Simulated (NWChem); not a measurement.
System: C4H7Cl; SMILES C=C(Cl)CC

NWChem input:

```
start job
memory heap 200 mb stack 900 mb global 1100 mb
geometry units angstroms noautoz
  C     -1.810234     0.542722    -0.210616
  C     -0.568436     0.173492     0.096302
  Cl     0.747378     1.356077    -0.050641
  C     -0.130827    -1.186458     0.569488
  C      0.777000    -1.932459    -0.421976
  H     -2.054861     1.542533    -0.550743
  H     -2.621206    -0.174476    -0.120157
  H     -1.036693    -1.775030     0.759409
  H      0.388640    -1.079198     1.530792
  H      1.696896    -1.371855    -0.614076
  H      1.053963    -2.912270    -0.018177
  H      0.266749    -2.087505    -1.378702
end
basis spherical
  C library def2-svp
  Cl library def2-svp
  H library def2-svp
end
dft
  xc b3lyp
  iterations 150
  mulliken
end
task dft energy
```

Parts of the log:

```
             Northwest Computational Chemistry Package (NWChem) 7.3.0
             --------------------------------------------------------

 C1  symmetry detected

                             Geometry "geometry" -> ""
                             -------------------------

 Output coordinates in angstroms (scale by  1.889725989 to convert to a.u.)

  No.       Tag          Charge          X              Y              Z
 ---- ---------------- ---------- -------------- -------------- --------------
    1 C                    6.0000    -1.79227737     0.56611532    -0.23934086
    2 C                    6.0000    -0.56870861     0.16752787     0.10212548
    3 Cl                  17.0000     0.77486938     1.32433935     0.01239591
    4 C                    6.0000    -0.17418722    -1.20688748     0.57138655
    5 C                    6.0000     0.74963787    -1.95930504    -0.40025290
    6 H                    1.0000    -2.00553120     1.57487033    -0.57413470
    7 H                    1.0000    -2.62012102    -0.13519983    -0.18399338
    8 H                    1.0000    -1.09743541    -1.77886939     0.72478043
    9 H                    1.0000     0.31625779    -1.12219654     1.55003214
   10 H                    1.0000     1.68640822    -1.41554670    -0.55573947
   11 H                    1.0000     0.99356862    -2.94951579    -0.00053775
   12 H                    1.0000     0.26728563    -2.09201503    -1.37464726

 Effective nuclear repulsion energy (a.u.)     213.6321401062

                                 NWChem DFT Module
                                 -----------------

 Summary of "ao basis" -> "ao basis" (spherical)
 ------------------------------------------------------------------------------
       Tag                 Description            Shells   Functions and Types
 ---------------- ------------------------------  ------  ---------------------
 C                          def2-svp                 6       14   3s2p1d
 Cl                         def2-svp                 8       18   4s3p1d
 H                          def2-svp                 3        5   2s1p

            General Information
            -------------------
          SCF calculation type: DFT
          Wavefunction type:  closed shell.
          No. of atoms     :    12
          No. of electrons :    48
           Alpha electrons :    24
            Beta electrons :    24
          Charge           :     0
          Spin multiplicity:     1
          Use of symmetry is: off; symmetry adaption is: off
          Maximum number of iterations: 150
          AO basis - number of functions:   109
                     number of shells:    53
          Convergence on energy requested:  1.00D-06
          Convergence on density requested:  1.00D-05
          Convergence on gradient requested:  5.00D-04

              XC Information
              --------------
                         B3LYP Method XC Potential
                     Hartree-Fock (Exact) Exchange  0.200
                        Slater Exchange Functional  0.800 local
                    Becke 1988 Exchange Functional  0.720 non-local
              Lee-Yang-Parr Correlation Functional  0.810
                  VWN I RPA Correlation Functional  0.190 local

             Grid Information
             ----------------
          Grid used for XC integration:  medium
          Radial quadrature: Mura-Knowles
          Angular quadrature: Lebedev.
          Tag              B.-S. Rad. Rad. Pts. Rad. Cut. Ang. Pts.
          ---              ---------- --------- --------- ---------
          C                   0.70       49          11.0       434
          Cl                  1.00       88          11.0       590
          H                   0.35       45          13.0       434
          Grid pruning is: on
          Number of quadrature shells:   599
          Spatial weights used:  Erf1

      Superposition of Atomic Density Guess
      -------------------------------------

 Sum of atomic energies:        -613.31771437

      Non-variational initial energy
      ------------------------------

 Total energy =    -616.224708
 1-e energy   =   -1264.197303
 2-e energy   =     434.340454
 HOMO         =      -0.290651
 LUMO         =       0.024467

     ---------------------------------------------
      Total Density - Mulliken Population Analysis
     ---------------------------------------------

    Atom       Charge   Shell Charges
 -----------   ------   -------------------------------------------------------
    1 C    6     6.27   1.99  0.97  0.26  2.07  0.97  0.02
    2 C    6     5.83   1.99  0.96  0.22  1.65  0.96  0.05
    3 Cl  17    17.22   2.00  1.99  1.22  0.71  5.94  2.12  3.22  0.02
    4 C    6     6.11   1.99  0.96  0.16  2.00  0.97  0.03
    5 C    6     6.26   1.99  0.96  0.20  2.05  1.04  0.02
    6 H    1     0.90   0.67  0.21  0.03
    7 H    1     0.90   0.66  0.21  0.03
    8 H    1     0.91   0.68  0.21  0.02
    9 H    1     0.90   0.68  0.20  0.02
   10 H    1     0.90   0.67  0.20  0.03
   11 H    1     0.89   0.67  0.20  0.03
   12 H    1     0.90   0.68  0.20  0.03

   convergence    iter        energy       DeltaE   RMS-Dens  Diis-err
 ---------------- ----- ----------------- --------- --------- ---------
 d= 0,ls=0.0,diis     1   -616.5159911509 -8.30D+02  8.52D-03  5.20D-01
 d= 0,ls=0.0,diis     2   -616.5017528794  1.42D-02  6.48D-03  6.16D-01
 d= 0,ls=0.0,diis     3   -616.5652519310 -6.35D-02  2.22D-03  9.66D-02
 d= 0,ls=0.0,diis     4   -616.5774449442 -1.22D-02  6.29D-04  4.32D-03
 d= 0,ls=0.0,diis     5   -616.5780439480 -5.99D-04  1.48D-04  3.25D-04
  Resetting Diis
 d= 0,ls=0.0,diis     6   -616.5780867939 -4.28D-05  2.39D-05  4.93D-06
 d= 0,ls=0.0,diis     7   -616.5780873574 -5.63D-07  1.08D-05  3.63D-07
 d= 0,ls=0.0,diis     8   -616.5780873582 -7.83D-10  5.46D-06  3.57D-07

         Total DFT energy =     -616.578087358167
      One electron energy =    -1268.653179305996
           Coulomb energy =      490.974425648547
    Exchange-Corr. energy =      -52.531473806876
 Nuclear repulsion energy =      213.632140106158

 Numeric. integr. density =       47.999983658975

                       DFT Final Molecular Orbital Analysis
                       ------------------------------------

 Vector   22  Occ=2.000000D+00  E=-3.362749D-01
              MO Center=  3.2D-01,  2.3D-01,  7.8D-02, r^2= 3.4D+00
   Bfn.  Coefficient  Atom+Function         Bfn.  Coefficient  Atom+Function
  ----- ------------  ---------------      ----- ------------  ---------------
    41      0.414582   3 Cl pz               38      0.320931   3 Cl pz
    52     -0.190277   4 C  pz               90     -0.190105   9 H  s
    35      0.186083   3 Cl pz               20      0.177566   2 C  pz
    65      0.146962   5 C  py               66      0.130314   5 C  pz
     6      0.123622   1 C  pz               39     -0.123431   3 Cl px

 Vector   23  Occ=2.000000D+00  E=-3.029462D-01
              MO Center=  6.2D-01,  1.1D+00,  3.2D-02, r^2= 1.8D+00
   Bfn.  Coefficient  Atom+Function         Bfn.  Coefficient  Atom+Function
  ----- ------------  ---------------      ----- ------------  ---------------
    40      0.456438   3 Cl py               39     -0.377817   3 Cl px
    37      0.336524   3 Cl py               36     -0.282954   3 Cl px
    41     -0.217098   3 Cl pz               34      0.194616   3 Cl py
    33     -0.163426   3 Cl px               38     -0.160510   3 Cl pz
    51      0.134134   4 C  py                4     -0.099633   1 C  px

 Vector   24  Occ=2.000000D+00  E=-2.547321D-01
              MO Center= -6.3D-01,  6.1D-01, -5.6D-02, r^2= 2.8D+00
   Bfn.  Coefficient  Atom+Function         Bfn.  Coefficient  Atom+Function
  ----- ------------  ---------------      ----- ------------  ---------------
    41     -0.383268   3 Cl pz                6      0.366696   1 C  pz
    20      0.296208   2 C  pz                9      0.265797   1 C  pz
    38     -0.266669   3 Cl pz               23      0.169277   2 C  pz
    35     -0.153745   3 Cl pz               40     -0.113961   3 Cl py
    63      0.113569   5 C  s                 5      0.106749   1 C  py

 Vector   25  Occ=0.000000D+00  E=-1.290295D-03
              MO Center= -1.0D+00,  2.2D-01, -2.0D-02, r^2= 3.0D+00
   Bfn.  Coefficient  Atom+Function         Bfn.  Coefficient  Atom+Function
  ----- ------------  ---------------      ----- ------------  ---------------
     9      0.575944   1 C  pz               23     -0.548931   2 C  pz
    20     -0.435973   2 C  pz                6      0.378955   1 C  pz
    63     -0.339949   5 C  s               101      0.268750  11 H  s
    91      0.267365   9 H  s                22     -0.230259   2 C  py
    49     -0.216589   4 C  s                 8      0.196812   1 C  py

 Vector   26  Occ=0.000000D+00  E= 4.364719D-02
              MO Center= -4.3D-01,  4.1D-01,  7.1D-02, r^2= 4.3D+00
   Bfn.  Coefficient  Atom+Function         Bfn.  Coefficient  Atom+Function
  ----- ------------  ---------------      ----- ------------  ---------------
    17      0.787395   2 C  s                81      0.612195   7 H  s
    86      0.589257   8 H  s                39      0.561998   3 Cl px
    40      0.499940   3 Cl py               32     -0.497102   3 Cl s
    76     -0.482039   6 H  s                49     -0.469403   4 C  s
    21      0.425886   2 C  px               18      0.327482   2 C  px

 Vector   27  Occ=0.000000D+00  E= 6.547972D-02
              MO Center= -3.0D-01, -1.4D+00,  2.0D-01, r^2= 7.2D+00
   Bfn.  Coefficient  Atom+Function         Bfn.  Coefficient  Atom+Function
  ----- ------------  ---------------      ----- ------------  ---------------
    49      1.626549   4 C  s                63      1.326905   5 C  s
    86     -0.940686   8 H  s                91     -0.893486   9 H  s
   101     -0.769221  11 H  s               106     -0.745836  12 H  s
     3      0.624196   1 C  s                96     -0.585342  10 H  s
    81     -0.541909   7 H  s                76     -0.537172   6 H  s

     ---------------------------------------------
      Total Density - Mulliken Population Analysis
     ---------------------------------------------

    Atom       Charge   Shell Charges
 -----------   ------   -------------------------------------------------------
    1 C    6     5.99   1.99  0.90  0.21  2.09  0.78  0.03
    2 C    6     6.11   1.99  0.96  0.19  2.01  0.91  0.05
    3 Cl  17    17.12   2.00  1.98  1.27  0.69  5.93  2.16  3.05  0.03
    4 C    6     5.90   1.98  0.92  0.05  2.13  0.77  0.04
    5 C    6     6.00   1.98  0.91  0.11  2.13  0.84  0.03
    6 H    1     0.98   0.74  0.21  0.02
    7 H    1     0.98   0.75  0.21  0.02
    8 H    1     1.00   0.76  0.22  0.02
    9 H    1     0.98   0.75  0.21  0.02
   10 H    1     0.98   0.74  0.21  0.02
   11 H    1     0.98   0.75  0.21  0.02
   12 H    1     0.98   0.75  0.21  0.02

     -------------------------------------------
      Total Density - Lowdin Population Analysis
     -------------------------------------------

    Atom       Charge   Shell Charges
 -----------   ------   -------------------------------------------------------
    1 C    6     6.08   1.97  0.60  0.32  1.89  1.24  0.07
    2 C    6     6.09   1.97  0.66  0.31  1.84  1.20  0.12
    3 Cl  17    16.92   2.00  1.96  1.04  0.78  5.82  2.27  3.01  0.04
    4 C    6     6.04   1.96  0.58  0.29  1.93  1.18  0.09
    5 C    6     6.05   1.96  0.58  0.30  1.90  1.24  0.07
    6 H    1     0.97   0.63  0.27  0.07
    7 H    1     0.97   0.63  0.27  0.07
    8 H    1     0.97   0.64  0.26  0.07
    9 H    1     0.97   0.64  0.26  0.07
   10 H    1     0.98   0.64  0.27  0.07
   11 H    1     0.97   0.64  0.27  0.06
   12 H    1     0.98   0.64  0.27  0.07

     Multipole analysis of the density
     ---------------------------------

     L   x y z        total         alpha         beta         nuclear
     -   - - -        -----         -----         ----         -------
     0   0 0 0     -0.000000    -24.000000    -24.000000     48.000000

     1   1 0 0     -0.324926     -0.162463     -0.162463      0.000000
     1   0 1 0     -0.493889     -0.246944     -0.246944     -0.000000
     1   0 0 1      0.061937      0.030969      0.030969      0.000000

     2   2 0 0    -27.267946   -104.819786   -104.819786    182.371626
     2   1 1 0     -0.317939      6.714120      6.714120    -13.746179
     2   1 0 1      0.401831      0.175306      0.175306      0.051219
     2   0 2 0    -27.877058   -166.926575   -166.926575    305.976091
     2   0 1 1     -0.689363     -0.152694     -0.152694     -0.383976
     2   0 0 2    -29.050946    -30.271896    -30.271896     31.492846
```

Level: B3LYP/def2-SVP. All runs use the structure optimised with B3LYP/6-31G* (spherical d). B3LYP is NWChem's, with the RPA form of VWN correlation.
